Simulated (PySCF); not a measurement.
Compound: C₅H₉BNP.
SMILES: `[PH3+][BH2-]c1ccccn1`

Computed with PySCF at CAM-B3LYP/def2-SVPD, non-relativistic, on one gas-phase PBE0-D3(BJ)/def2-SVP geometry that isn't relaxed in the solvent. The solvent is an IEF-PCM continuum (Bondi radii, 1.10 Å for H, scaled by 1.2), and excitations are vertical TDDFT with non-equilibrium linear response and a frozen core. The model holds no explicit solvent molecules, cavitation or dispersion.

Gas-phase singlets (H = HOMO, L = LUMO):

| state | E (eV) | λ (nm) | f | leading configurations |
| --- | --- | --- | --- | --- |
| S1 | 5.138 | 241 | 0.003 | H-1→L 97% |
| S2 | 5.372 | 231 | 0.063 | H→L 82%, H-2→L+1 15% |
| S3 | 5.520 | 225 | 0.001 | H-1→L+1 98% |
| S4 | 6.142 | 202 | 0.109 | H→L+1 80%, H-2→L 17% |
| S5 | 6.735 | 184 | 0.006 | H→L+2 79%, H→L+3 11% |

Q: Give the list for benzene (ε = 2.271), n² = 2.25.

A: 
| state | E (eV) | λ (nm) | f | leading configurations | change by rank (eV) |
| --- | --- | --- | --- | --- | --- |
| S1 | 5.119 | 242 | 0.004 | H-1→L 97% | -0.019 |
| S2 | 5.340 | 232 | 0.102 | H→L 84%, H-2→L+1 13% | -0.032 |
| S3 | 5.502 | 225 | 0.001 | H-1→L+1 98% | -0.018 |
| S4 | 6.078 | 204 | 0.180 | H→L+1 85%, H-2→L 12% | -0.064 |
| S5 | 6.796 | 182 | 0.009 | H→L+2 74%, H→L+3 13% | +0.061 |

Q: What are the lowest 5 singlets in water (ε = 78.36)?

A: 
```tsv
state	E (eV)	λ (nm)	f	leading configurations	change by rank (eV)
S1	5.111	243	0.004	H-1→L 97%	-0.027
S2	5.366	231	0.091	H→L 83%, H-2→L+1 14%	-0.006
S3	5.487	226	0.001	H-1→L+1 98%	-0.033
S4	6.108	203	0.156	H→L+1 84%, H-2→L 14%	-0.034
S5	6.843	181	0.008	H→L+2 80%, H→L+4 8%	+0.108
```

Q: How do the frontier levels move from gas to water?

A: 
```tsv
orbital	gas (eV)	solvent (eV)	change (eV)
LUMO+2	0.95	1.15	+0.20
LUMO+1	0.86	0.75	-0.11
LUMO	0.51	0.41	-0.10
HOMO	-8.14	-8.28	-0.14
HOMO-1	-8.57	-8.65	-0.08
HOMO-2	-9.33	-9.44	-0.11
HOMO-3	-10.15	-10.09	+0.06
```

The HOMO–LUMO gap goes from 8.65 to 8.69 eV. Rows go by rank; for LUMO+1 and LUMO+2 the atom shares or the degeneracy differ between the runs, so the row needn't follow one orbital.

Shape of the structure used: `[PH3+:1][BH2-:2][c:3]1[cH:4][cH:5][cH:6][cH:7][n:8]1`: P1–B2–C3–C4 180°.
